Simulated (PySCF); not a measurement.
## Correlation energy of Kr²⁺ (krypton, charge +2)

[Ar] 3d10 4s2 4p4, high-spin 3P determinant. All numbers are calculated (PySCF 2.14, scalar relativity by spin-free X2C-1e, in aug-cc-pVDZ-DK (6s5p3d, 36 functions)). Frozen: [Ar] 3d10; 6 electrons correlated.

MP2 pair energies summed by pair of shells (mhartree):

| pair | energy | share (%) |
| --- | --- | --- |
| 4p-4p | -37.15 | 49.4 |
| 4s-4p | -32.59 | 43.3 |
| 4s-4s | -5.53 | 7.3 |

Total MP2 correlation energy: -75.26 mhartree.

Same-spin part -18.39 and opposite-spin part -56.88 mhartree; SCS-MP2 scales them by 1/3 and 6/5 to -74.38 mhartree.

```tsv
level	correlation energy (mhartree)
CCSD	-90.64
(T)	-0.94
CCSD(T)	-91.58
```

Diagnostics: T1 = 0.0057, D1 = 0.0183, largest double amplitude 0.041.

Problem. Is a single reference adequate?

Solution. Yes, within this model without spin-orbit coupling: T1 lies below 0.03 and no double amplitude reaches 0.07.
